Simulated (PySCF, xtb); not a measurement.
In(H)2(SH) (H₃InS), SMILES [SH][InH2].

GFN2-xTB (xtb) at its own geometry gives an orbital gap of 3.44 eV and a dipole moment of 1.62 D.

Geometry optimised at B3LYP-D3(BJ)/def2-TZVP. The def2 effective core potentials stand for the cores of In; spin–orbit coupling is left out.

Task: What does PBE/def2-TZVPD (PySCF) give? (Estimate from the structure and the level; the computed values follow.)

Result: gap 3.82 eV (levels -6.27 and -2.45 eV), dipole 1.55 D.
